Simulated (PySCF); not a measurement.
Several molecules and their computed UV-vis stick spectra, shuffled. Level of theory: PySCF 2.14.0, density-fitted response routines, TDDFT B3LYP/def2-SVPD, vertical, gas phase, core orbitals frozen in the response. Geometries: GFN2-xTB; one conformer of each isolated species. Triplets are in the Tamm–Dancoff approximation.

A. `FC(F)=C(F)PC1CC1`
B. `N(C(/C=C\C)=O)C`
C. `FC(F)=C(F)P1CCC1`
D. `CCC1[P@@H](=S)C=1`
E. `O=CN1CCCC1`

Lowest singlet levels (six at most, fewer where fewer were computed) with oscillator strengths:

1. 4.20 eV (f 0.002); 4.59 eV (f 0.000); 4.95 eV (f 0.005); 5.16 eV (f 0.001); 5.31 eV (f 0.031); 5.45 eV (f 0.094); T1 3.94 eV
2. 4.57 eV (f 0.000); 5.50 eV (f 0.153); 6.14 eV (f 0.352); 6.23 eV (f 0.001); 6.41 eV (f 0.004); 6.74 eV (f 0.006); T1 3.88 eV
3. 5.65 eV (f 0.011); 5.88 eV (f 0.159); 6.45 eV (f 0.003); 6.46 eV (f 0.005); 6.67 eV (f 0.047); 6.81 eV (f 0.042); T1 4.28 eV
4. 4.95 eV (f 0.017); 5.58 eV (f 0.116); 5.92 eV (f 0.039); 6.19 eV (f 0.005); 6.36 eV (f 0.035); 6.65 eV (f 0.028); T1 4.03 eV
5. 5.50 eV (f 0.002); 6.09 eV (f 0.012); 6.38 eV (f 0.069); 6.56 eV (f 0.093); 6.87 eV (f 0.002); 7.06 eV (f 0.004); T1 4.86 eV

Question: Which spectrum belongs to which structure?

Answer: 1 = D, 2 = B, 3 = A, 4 = C, 5 = E.
- A: S1 at 5.65 eV, HOMO→LUMO+1 (92%); Löwdin shares by element: HOMO carbon 42% or more, phosphorus 32% (atoms not listed hold the other 27%); LUMO carbon 48% or more, phosphorus 26% (atoms not listed hold the other 25%); HOMO -6.85 and LUMO -0.33 eV.
- B: S1 at 4.57 eV, HOMO→LUMO (82%), HOMO-1→LUMO (16%); Löwdin shares by element: HOMO oxygen 56%, carbon 17% or more, nitrogen 12% (atoms not listed hold the other 15%); LUMO carbon 64% or more, oxygen 11% (atoms not listed hold the other 25%); HOMO -6.98 and LUMO -1.06 eV.
- C: S1 at 4.95 eV, HOMO→LUMO (91%); Löwdin shares by element: HOMO phosphorus 38%, carbon 34% or more (atoms not listed hold the other 28%); LUMO phosphorus 31%, carbon 26% or more, fluorine 7% or more (atoms not listed hold the other 35%); HOMO -6.49 and LUMO -0.62 eV.
- D: S1 at 4.20 eV, HOMO→LUMO (99%); Löwdin shares by element: HOMO sulfur 64%, phosphorus 16%, carbon 14% or more; LUMO carbon 70% or more, phosphorus 8%, hydrogen 7% or more (atoms not listed hold the other 16%); HOMO -6.23 and LUMO -1.02 eV.
- E: S1 at 5.50 eV, HOMO-1→LUMO (52%), HOMO-1→LUMO+1 (42%); Löwdin shares by element: HOMO nitrogen 41%, oxygen 25%, carbon 14% or more (atoms not listed hold the other 20%); LUMO carbon 17% or more, oxygen 12%, hydrogen 9% or more, nitrogen 8% (atoms not listed hold the other 54%); HOMO -6.82 and LUMO 0.11 eV.
A and E have S1 within 0.15 eV of each other; their strongest listed levels stand at 5.88 eV (f 0.159) and 6.56 eV (f 0.093).
